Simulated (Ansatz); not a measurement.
`[OH][GeH2][OH]` and `O[SiH2]O` differ in one element.

Ansatz, PBE0-D4/def2-TZVP geometries, multiplicity 1. Each molecule was computed in one conformer, which needn't be the lowest.

Scalar relativity is left out up to krypton.

```json
{"property": "HOMO–LUMO gap (PBE0/def2-TZVPP) / eV", "`[OH][GeH2][OH]`": "9.02"}
{"property": "HOMO–LUMO gap (ωB97M-V/def2-TZVPP) / eV", "`[OH][GeH2][OH]`": "12.99"}
{"property": "HOMO–LUMO gap (PBE/def2-TZVPP) / eV", "`[OH][GeH2][OH]`": "6.45"}
{"property": "LUMO energy (B3LYP/def2-TZVPP) / eV", "`[OH][GeH2][OH]`": "-0.07"}
{"property": "LUMO energy (ωB97M-V/def2-TZVPP) / eV", "`[OH][GeH2][OH]`": "1.88"}
{"property": "HOMO energy (PBE0/def2-TZVPP) / eV", "`[OH][GeH2][OH]`": "-8.74"}
```

**Question.** What does the change do to each property? (Best estimate.)

**Answer.** Ansatz gave: 
```json
{"property": "HOMO–LUMO gap (PBE0/def2-TZVPP) / eV", "`O[SiH2]O`": "9.39", "shift": "0.37"}
{"property": "HOMO–LUMO gap (ωB97M-V/def2-TZVPP) / eV", "`O[SiH2]O`": "13.21", "shift": "0.22"}
{"property": "HOMO–LUMO gap (PBE/def2-TZVPP) / eV", "`O[SiH2]O`": "7.01", "shift": "0.56"}
{"property": "LUMO energy (B3LYP/def2-TZVPP) / eV", "`O[SiH2]O`": "0.16", "shift": "0.23"}
{"property": "LUMO energy (ωB97M-V/def2-TZVPP) / eV", "`O[SiH2]O`": "2.01", "shift": "0.13"}
{"property": "HOMO energy (PBE0/def2-TZVPP) / eV", "`O[SiH2]O`": "-8.89", "shift": "-0.15"}
```

With PBE0 the HOMO falls by 0.15 eV and the LUMO rises by 0.22 eV, so the gap widens by about 0.37 eV. PBE moves the HOMO by -0.32 eV and ωB97M-V by -0.08 eV.

B3LYP here is the variant with VWN-RPA as its local correlation; programs differ in this.
